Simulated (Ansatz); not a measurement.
C2H5BO, SMILES `CBC=O`, one more setting.

```yaml
crystal:
  periodic: [false, false, false]
  atoms:
    - {symbol: C, position_ang: [-0.660245, 0.883500, -0.753370]}
    - {symbol: B, position_ang: [0.361878, -0.504561, -0.350677]}
    - {symbol: C, position_ang: [0.592453, -0.878388, 1.062057]}
    - {symbol: O, position_ang: [1.318878, -0.168529, 1.783125]}
    - {symbol: H, position_ang: [-1.571604, 0.314197, -1.014192]}
    - {symbol: H, position_ang: [-0.702605, 1.371934, 0.043586]}
    - {symbol: H, position_ang: [-0.128320, 1.314900, -1.591301]}
    - {symbol: H, position_ang: [1.159317, -1.116598, -1.011101]}
    - {symbol: H, position_ang: [-0.159035, -1.698458, 1.697012]}
basis:
  gaussian: {orbitals: cc-pVTZ}
hamiltonian: {xc: {name: HSE06}, dispersion: d3bjatm}
accuracy: high
scf: {lower_state_search: light}
output: {forces: true}
```

```sh
$ ansatz run in.yaml --threads 2 --pin off --events-out ev --progress --plain --max-ram 4352MiB
```

Output, abridged:

```
Functional definition: HSE06
3370 factors; integrals over basis functions are off by at most 3.9e-9 eV
96 factors; integrals over basis functions are off by at most 1.6e-9 eV
mean field evaluation 1: about -4864.3772 eV, gradient 5.9e1 eV
mean field evaluation 2: about -4851.2853 eV, gradient 9.7e1 eV
mean field evaluation 4: about -4871.6086 eV, gradient 4.5e0 eV
mean field evaluation 8: about -4871.6547 eV, gradient 5.5e-1 eV
mean field evaluation 16: about -4871.6555 eV, gradient 7.3e-5 eV
mean field -4871.65549146 eV, -179.0300371843 hartree, gradient 3.1e-8 eV, S^2 0.000000; 0 other end points of the search recorded, 0 dependent functions left out
reference -4871.65549520 eV, -179.0300373219 hartree; 15, 15 occupied and 175, 175 virtual orbitals, 3370 factors
Total energy: -4871.73987961 eV, -179.0331383917 hartree
Atom 0 at    -0.660245     0.883500    -0.753370 Å, force     2.500747    -8.195501    -5.946302 eV/Å
Atom 1 at     0.361878    -0.504561    -0.350677 Å, force    -0.340982     2.346622    -2.081791 eV/Å
Atom 2 at     0.592453    -0.878388     1.062057 Å, force    -1.506082     0.084481     5.963876 eV/Å
Atom 3 at     1.318878    -0.168529     1.783125 Å, force    -0.850231    -1.572036    -1.784319 eV/Å
Atom 4 at    -1.571604     0.314197    -1.014192 Å, force     0.037931     0.845908    -0.162491 eV/Å
Atom 5 at    -0.702605     1.371934     0.043586 Å, force    -0.715277     4.555798     6.646657 eV/Å
Atom 6 at    -0.128320     1.314900    -1.591301 Å, force    -0.460059     0.371612    -0.190138 eV/Å
Atom 7 at     1.159317    -1.116598    -1.011101 Å, force    -0.482518     0.240146    -0.757403 eV/Å
Atom 8 at    -0.159035    -1.698458     1.697012 Å, force     1.816472     1.322969    -1.688091 eV/Å
Dipole moment:    -0.366882    -0.154890    -0.400429 e Å
```

Run time 39 s (2 threads of an AMD EPYC 7571 on a shared host); peak host memory 0.97 GiB.
